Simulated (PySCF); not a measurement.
**Structure from NMR data**

The spectra below were simulated for a compound C$_{5}$H$_{10}$N$_{2}$OSi.

1H NMR (400 MHz, computed): δ 6.09 (d, 1H), 5.47 (m, 1H), 3.97 (s, 3H), 0.69 (br s, 2H), 0.17 (d, 3H).

13C{1H} NMR (computed): δ 148.3 (C), 129.5 (CH), 120.3 (C), 58.1 (CH3), -2.6 (CH3).

[PySCF 2.14: shielding tensors at PBE0/pcSseg-1 (GIAO); coordinates at the GFN2-xTB level; relativity neglected; one averaged value for each set of equivalent atoms; in vacuum; a single conformation]

Scale: 1H (σ = 31.72 ppm) and 13C (σ = 186.93 ppm) vs TMS (reference shieldings calculated alike).

**Question.** Which of these isomers gave the spectra?
A. CN[SiH2]/C=C(/C#N)OC
B. CO/C(C#N)=C/[Si@@H](C)N
C. C=N/C=N\[SiH2]C(=C)OC
D. N[SiH](N)Cc1ccco1

**Answer.** B. 

- The formula gives 3 degrees of unsaturation (no ring in the answer).
- 5 carbon signals for 5 carbons: no two carbons are equivalent.
- Carbon types of the structure: 2 × C, 1 × CH, 2 × CH3, leaving 3 H on heteroatoms.
- δC 148.3: alkene carbon bearing oxygen; an sp2 carbon further deshielded by the attached heteroatom.
- δC 129.5: β carbon of an enol-ether or enamine type C=C.
- δC 120.3: nitrile carbon; C≡N carbons fall here, among the sp2 signals but without a proton.
- δC 58.1: methyl carbon bonded to O; the inductive effect lowers its shielding.
- δH 3.97: hydrogen on a methyl carbon bonded to O; its carbon carries O, which withdraws density.

The others: N[SiH](N)Cc1ccco1 would give 5 signals for carbon-bound and other non-exchanging H, not 4; CN[SiH2]/C=C(/C#N)OC has carbons computed at 148.7, 128.5, 118.4, 58.6, 32.6; C=N/C=N\[SiH2]C(=C)OC would give 7 signals for carbon-bound and other non-exchanging H, not 4.

The OH or NH signal is concentration- and solvent-dependent in practice; the value given is the gas-phase one. Shifts are as computed. Against solution values, carbons near 30 ppm lie about +3 ppm off and those near 130 ppm about +5 ppm. Of 1309 compounds with measured shifts, 239 miss one by over three times the rms of a fit or turn the order of signals round; such compounds aren't used in these exercises. Multiplicities follow the n + 1 count of equivalent neighbours, as no J values were calculated; m marks all less simple cases, F and P coupling included.
